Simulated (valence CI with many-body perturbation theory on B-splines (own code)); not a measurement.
# Questions on Rh6+

Calculated by configuration interaction combined with many-body perturbation theory (CI+MBPT): three valence electrons over a frozen Dirac-Fock core [Kr], radial functions for each j: 7 s, 7 p, 8 d, 6 f, 4 g, 1 h, with the one-electron correlation potential Σ1 (screened to all orders), the two-electron term Σ2, the three-electron term Σ3, Breit, model QED; selected single and double excitations, second order for the rest, scaled by the run's own slope (own B-spline code, finite nucleus).

No measured levels were compared; by estimate terms of the open shell hold to 2 to 4 % of their energy, and close levels can change places; different configurations can be misplaced against each other by 1,000 to 8,000 cm⁻¹. Only levels of the ground parity were solved; by the run's estimate the other parity begins above the list, which can be wrong where configurations are misplaced.

Rates and lifetimes use the calculated energies. Strong lines usually hold to 10 to 20 %, long lifetimes can be off by a factor of two.

What is the ground level?

4d3 4F_3/2, composition 97 % 4d3 4F + 3 % 4d3 2D, g = 0.410.

What is the ionisation energy?

97.915 eV; NIST lists 97 ± 2 eV (theoretical).

How well does LS coupling describe the low levels?

Among the lowest 20 levels the leading LS term, summed over configurations, holds 88 % on average. For single configurations the figures are 88 % in LS and 68 % in jj coupling. Terms mix most in the J = 3/2 level at 22601 cm⁻¹, where the leading one holds 53 %.

How is the term 4F of the ground level split?

J = 3/2 at 0.0, J = 5/2 at 1931, J = 7/2 at 4194, J = 9/2 at 6563 cm⁻¹.

Name the longest-lived excited levels whose lifetime is computed, and their main decay.

4d3 4P_1/2 at 15718 cm⁻¹ lives 7.23 s, mostly by E2 to 4d3 4F_3/2; 4d3 4F_5/2 at 1931 cm⁻¹ lives 3.27 s, mostly by M1 to 4d3 4F_3/2; 4d3 4F_9/2 at 6563 cm⁻¹ lives 2.86 s, mostly by M1 to 4d3 4F_7/2.
